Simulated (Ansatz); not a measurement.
Reactions of `C[Se]P`.

Isolated molecules relaxed with PBE0-D4/def2-TZVP in Ansatz; ΔE leaves out vibrations. CCSD(T)/CBS is the MP2 limit (def2-TZVPP, def2-QZVPP) plus CCSD(T) − MP2 in def2-TZVPP, frozen cores. This one scheme is used for every species, atoms too. No spin–orbit coupling; open shells (•) take unrestricted orbitals. Spin–orbit coupling would lower the free atoms: a little for C; clearly for Se. Bonds to As, Se are less sure, by a few kJ/mol each and by 10 to 20 or more in all where they break to atoms, as the def2 sets lack core-valence functions. Scalar relativity is left out up to krypton. One conformer a species, not always the lowest.

(1) Order these by ΔE at CCSD(T)/CBS, lowest first. (Best estimate.)
A. `C[Se]P` → C• + 5 H• + P• + Se•
B. `C[Se]P` + H₂ → `C[SeH]` + PH₃
C. `C[Se]P` + `N=C(O)O` → `OC(O)=NP` + `C[SeH]`
D. `C[Se]P` + `[SiH3]S` → `C[Se][SiH2]S` + PH₃
E. `C[Se]P` + `[AsH3]` → `C[Se][AsH2]` + PH₃
F. `C[Se]P` + `[SiH3][SeH]` → `P[Se][SiH2][SeH]` + CH₄

Largest T1 diagnostic: 0.014, for `OC(O)=NP`.

Answers

(1) F (-28.7 kcal/mol), D (-12.5 kcal/mol), E (-3.2 kcal/mol), B (+0.6 kcal/mol), C (+8.6 kcal/mol), A (+591.6 kcal/mol).
